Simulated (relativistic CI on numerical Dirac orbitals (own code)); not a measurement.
# I41+: computed level list

Computed by Dirac-Coulomb-Breit CI, separate exchange-only KLI orbitals for each configuration, a model potential for QED, unscaled Slater integrals (own radial code, finite nucleus).

CI space (outside the closed core [Ne]): 3s², 3s3p, 3p², 3s3d, 3d², 3p3d, 3p4s, 3d4s, 3s4s, 3s4p, 3s4d, 3s4f, 3s5s, 3s5p, 3s5d, 3s5f. Levels of other configurations are missing.

```csv
No.,Configuration,Term,J,E (eV),%,Landé g,jj configuration (%)
1,3s²,¹S,0,0.000,99,,closed (99)
2,3s3p,³P°,0,84.145,100,,3s 3p1/2 (100)
3,3s3p,³P°,1,92.721,82,1.402,3s 3p1/2 (97)
4,3s3p,³P°,2,161.547,100,1.494,3s 3p3/2 (100)
5,3s3p,¹P°,1,187.871,81,1.085,3s 3p3/2 (96)
6,3p²,³P,0,202.993,74,,3p1/2^2 (98)
7,3p²,¹D,2,270.786,58,1.137,3p1/2 3p3/2 (86)
8,3p²,³P,1,271.733,100,1.495,3p1/2 3p3/2 (100)
9,3s3d,³D,1,303.297,100,0.493,3s 3d3/2 (100)
10,3s3d,³D,2,307.602,87,1.159,3s 3d3/2 (81)
11,3s3d,³D,3,320.359,100,1.328,3s 3d5/2 (100)
12,3s3d,¹D,2,328.489,57,1.169,3s 3d5/2 (64)
13,3p²,¹D,2,361.715,40,1.177,3p3/2^2 (74)
14,3p²,¹S,0,368.099,72,,3p3/2^2 (98)
15,3p3d,³F°,2,394.291,76,0.749,3p1/2 3d3/2 (100)
16,3p3d,³D°,1,416.452,59,0.791,3p1/2 3d3/2 (98)
17,3p3d,³F°,3,423.049,66,1.111,3p1/2 3d5/2 (94)
18,3p3d,³P°,2,423.281,45,1.257,3p1/2 3d5/2 (99)
19,3p3d,³D°,2,479.333,45,1.008,3p3/2 3d3/2 (92)
20,3p3d,³D°,3,486.663,45,1.173,3p3/2 3d3/2 (79)
21,3p3d,³P°,0,486.801,100,,3p3/2 3d3/2 (100)
22,3p3d,³P°,1,487.221,68,1.180,3p3/2 3d3/2 (97)
23,3p3d,³F°,4,488.789,100,1.244,3p3/2 3d5/2 (100)
24,3p3d,³P°,2,498.373,54,1.295,3p3/2 3d5/2 (92)
25,3p3d,¹F°,3,513.687,64,1.114,3p3/2 3d5/2 (82)
26,3p3d,¹P°,1,521.307,75,1.011,3p3/2 3d5/2 (95)
27,3d²,³F,2,614.193,84,0.719,3d3/2^2 (96)
28,3d²,³F,3,628.794,100,1.077,3d3/2 3d5/2 (100)
29,3d²,³P,0,630.202,86,,3d3/2^2 (91)
30,3d²,³F,4,637.026,63,1.152,3d3/2 3d5/2 (81)
```

Energies count from the lowest computed level; ° marks odd parity. Filled j subshells are mostly left out of the jj labels.

The mean weight of the leading LS term, summed over parents, in these 30 levels is 76 %, and that of the leading jj configuration (from the same eigenvectors) 93 %, so jj coupling describes them better and the LS labels are nominal.

At this charge energies of transitions that change n are usually good to better than 1 %, and those within a shell (Δn = 0) to a few per cent.

LS names give the leading component of a level, which can be under half, so a name can repeat, a term be missing and a line seem to break the LS rules.
